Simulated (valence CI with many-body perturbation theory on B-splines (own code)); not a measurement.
# Cs VII: calculated level list

Level of theory: configuration interaction combined with many-body perturbation theory (CI+MBPT): three valence electrons over a frozen Dirac-Fock core [Kr] 4d10, a basis of 8 s, 8 p, 9 d, 9 f, 6 g, 3 h, 2 i functions for each j, with the one-electron correlation potential Σ1 (screened to all orders), the two-electron term Σ2, the three-electron term Σ3, Breit, model QED; selected single and double excitations, second order for the rest, scaled by the run's own slope (own B-spline code, finite nucleus).

Against 48 measured levels this calculation errs by 286 cm⁻¹ on average and by 971 at most. These come from a selection out of Sansonetti, J. Phys. Chem. Ref. Data 38, 761 (2009). Levels without a partner in it may be off by more, other configurations by several thousand cm⁻¹. 2 measured levels below the end of the list, from 297071 cm⁻¹ on, found no clear computed partner, and computed levels of the same name lie up to 1606 cm⁻¹ from them.

Levels 1 to 45 of 62, with energies above the lowest level, 5s2.5p 2P°_1/2. "Leading %" is the weight of the configuration and term that name the level; weights of strongly mixed levels are sums over their largest components and can fall short. Lifetimes count E1, E2, E3, M1 and M2 decay at the calculated energies, and are blank where another channel may lead or the interval is too uncertain; long ones can be off by a factor of two.

| No. | Configuration | Term | J | E (eV) | Leading % | Lifetime | g | Second component |
| --- | --- | --- | --- | --- | --- | --- | --- | --- |
| 1 | 5s2.5p | 2P° | 1/2 | 0.000 | 98 |  | 0.665 |  |
| 2 | 5s2.5p | 2P° | 3/2 | 2.404 | 98 | 15.1 ms | 1.334 |  |
| 3 | 5s.5p2 | 4P | 1/2 | 12.892 | 93 | 10.0 ns | 2.614 | 6 % 5s.5p2 2S |
| 4 | 5s.5p2 | 4P | 3/2 | 14.134 | 98 | 66.8 ns | 1.722 |  |
| 5 | 5s.5p2 | 4P | 5/2 | 15.131 | 84 | 11.4 ns | 1.540 | 14 % 5s.5p2 2D |
| 6 | 5s.5p2 | 2D | 3/2 | 17.494 | 86 | 577 ps | 0.835 | 6 % 5s2.5d 2D |
| 7 | 5s.5p2 | 2D | 5/2 | 18.235 | 77 | 1.39 ns | 1.261 | 15 % 5s.5p2 4P |
| 8 | 5s.5p2 | 2P | 1/2 | 19.642 | 64 | 96.7 ps | 1.164 | 30 % 5s.5p2 2S |
| 9 | 4f.5s2 | 2F° | 5/2 | 20.668 | 97 | 413 ns | 0.856 |  |
| 10 | 4f.5s2 | 2F° | 7/2 | 20.764 | 97 | 387 ns | 1.143 |  |
| 11 | 5s.5p2 | 2S | 1/2 | 22.115 | 62 | 124 ps | 1.560 | 33 % 5s.5p2 2P |
| 12 | 5s.5p2 | 2P | 3/2 | 22.294 | 91 | 70.4 ps | 1.306 |  |
| 13 | 5s2.5d | 2D | 3/2 | 25.605 | 87 | 46.8 ps | 0.803 | 7 % 5s.5p2 2D |
| 14 | 5s2.5d | 2D | 5/2 | 25.957 | 88 | 54.7 ps | 1.201 | 6 % 5s.5p2 2D |
| 15 | 5p3 | 4S° | 3/2 | 32.329 | 37 | 159 ps | 1.374 | 31 % 5p3 2D° |
| 16 | 4f.5s.5p | 4G | 5/2 | 32.651 | 64 | 25.7 ns | 0.721 | 22 % 4f.5s.5p 4F |
| 17 | 4f.5s.5p | 4F | 7/2 | 32.856 | 48 | 77.3 ns | 1.140 | 42 % 4f.5s.5p 4G |
| 18 | 4f.5s.5p | 4F | 3/2 | 33.216 | 90 | 5.32 ns | 0.460 | 6 % 4f.5s.5p 4D |
| 19 | 4f.5s.5p | 4F | 5/2 | 33.281 | 49 | 7.65 ns | 1.002 | 27 % 4f.5s.5p 2F |
| 20 | 4f.5s.5p | 4F | 9/2 | 33.307 | 54 | 21.6 ns | 1.257 | 40 % 4f.5s.5p 4G |
| 21 | 4f.5s.5p | 2F | 7/2 | 33.332 | 49 | 7.47 ns | 1.165 | 21 % 4f.5s.5p 4D |
| 22 | 5p3 | 4S° | 3/2 | 33.596 | 52 | 131 ps | 1.431 | 36 % 5p3 2D° |
| 23 | 5p3 | 2D° | 5/2 | 33.760 | 77 | 475 ps | 1.199 | 20 % 5s.5p.5d 2D° |
| 24 | 5s2.6s | 2S | 1/2 | 34.011 | 97 | 42.1 ps | 2.002 |  |
| 25 | 4f.5s.5p | 2F | 5/2 | 34.075 | 53 | 11.7 ns | 0.846 | 25 % 4f.5s.5p 4G |
| 26 | 4f.5s.5p | 2F | 7/2 | 34.327 | 30 | 14.6 ns | 1.086 | 24 % 4f.5s.5p 4G |
| 27 | 4f.5s.5p | 4G | 9/2 | 34.894 | 57 | 469 ns | 1.241 | 42 % 4f.5s.5p 4F |
| 28 | 4f.5s.5p | 4G | 11/2 | 35.139 | 99 |  | 1.273 |  |
| 29 | 4f.5s.5p | 4D | 7/2 | 35.199 | 48 | 12.0 ns | 1.267 | 30 % 4f.5s.5p 4F |
| 30 | 4f.5s.5p | 4D | 5/2 | 35.535 | 74 | 12.4 ns | 1.284 | 18 % 4f.5s.5p 4F |
| 31 | 4f.5s.5p | 4D | 3/2 | 35.801 | 92 | 31.8 ns | 1.141 | 7 % 4f.5s.5p 4F |
| 32 | 4f.5s.5p | 2G | 7/2 | 35.891 | 59 | 3.97 ns | 1.024 | 24 % 4f.5s.5p 2F |
| 33 | 4f.5s.5p | 4D | 1/2 | 35.953 | 99 | 12.7 μs | -0.003 |  |
| 34 | 5p3 | 2P° | 1/2 | 36.361 | 86 | 167 ps | 0.666 | 12 % 5s.5p.5d 2P° |
| 35 | 5s.5p.5d | 4F° | 3/2 | 36.527 | 91 | 1.05 ns | 0.446 |  |
| 36 | 4f.5s.5p | 2D | 5/2 | 36.693 | 74 | 1.23 ns | 1.149 | 14 % 4f.5s.5p 2F |
| 37 | 4f.5s.5p | 2G | 9/2 | 36.913 | 96 | 70.4 ns | 1.114 |  |
| 38 | 5s.5p.5d | 4F° | 5/2 | 37.004 | 90 | 686 ps | 1.047 | 5 % 5s.5p.5d 4D° |
| 39 | 5p3 | 2P° | 3/2 | 37.510 | 57 | 178 ps | 1.309 | 11 % 5s.5p.5d 2P° |
| 40 | 4f.5s.5p | 2D | 3/2 | 37.561 | 94 | 1.44 ns | 0.800 |  |
| 41 | 5s.5p.5d | 4F° | 7/2 | 37.749 | 88 | 489 ps | 1.252 | 8 % 5s.5p.5d 4D° |
| 42 | 5s.5p.5d | 4P° | 5/2 | 38.547 | 54 | 61.3 ps | 1.462 | 27 % 5s.5p.5d 4D° |
| 43 | 5s.5p.5d | 4D° | 3/2 | 38.738 | 60 | 46.6 ps | 1.342 | 29 % 5s.5p.5d 4P° |
| 44 | 5s.5p.5d | 4D° | 1/2 | 38.793 | 85 | 39.7 ps | 0.253 | 8 % 5s.5p.5d 4P° |
| 45 | 4f.5s.5p | 2F | 5/2 | 38.844 | 88 | 139 ps | 0.883 | 7 % 4f.5s.5p 2D |

Names give the largest LS component (configuration and term), which can be under half, so a name can repeat, a term be missing and a line seem to break the LS rules; names also repeat where a configuration has a term twice.

The ionisation energy to 5s2 1S_0 of the next ion comes out as 83.331 eV (NIST: 82.9 ± 2 eV (theoretical)). All 62 levels together are meant to be complete up to 44.194 eV.
